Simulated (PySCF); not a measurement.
Excitations are Tamm–Dancoff values on a coarser integration grid. The basis has no diffuse functions, so Rydberg states are missing or too high.

Cartesian coordinates (Å):
```xyz
19

N      2.7397    -0.1024    -0.7049
Si     1.3285    -1.0188    -1.1405
Si    -0.4288    -0.0604     0.0764
Si    -2.2621    -1.5017     0.2599
Si    -1.0902     1.9400    -0.9446
Si     0.4736     0.4335     2.1811
H      3.6610    -0.4446    -0.9575
H      2.7068     0.9094    -0.7720
H      0.9767    -1.0622    -2.6021
H      1.5563    -2.4323    -0.7080
H     -3.3597    -0.8457     1.0357
H     -2.7815    -1.8557    -1.0975
H     -1.8601    -2.7588     0.9633
H     -2.1031     2.6605    -0.1128
H     -1.6780     1.6706    -2.2935
H      0.0992     2.8341    -1.1186
H      1.4843     1.5285     2.0581
H      1.1330    -0.7802     2.7519
H     -0.5957     0.8861     3.1255
```
Charge 0, multiplicity 1.

Q: What is the computed S1 excitation (TDA), S1–T1 gap (TDA), total energy, HOMO–LUMO gap, S1 oscillator strength, LUMO, T1 excitation (TDA) and dipole moment (PBE0-D3(BJ)/def2-TZVP // PBE0-D3(BJ)/def2-SVP (PySCF))?

A: 
The S1 excitation (TDA) is 5.50 eV and the S1–T1 gap (TDA) comes out as 0.46 eV. The total energy is -1509.4648 Ha, the HOMO–LUMO gap is 6.76 eV and the S1 oscillator strength is 0.005. The LUMO is -0.59 eV. The T1 excitation (TDA) is 5.04 eV and the dipole moment is 1.46 D.
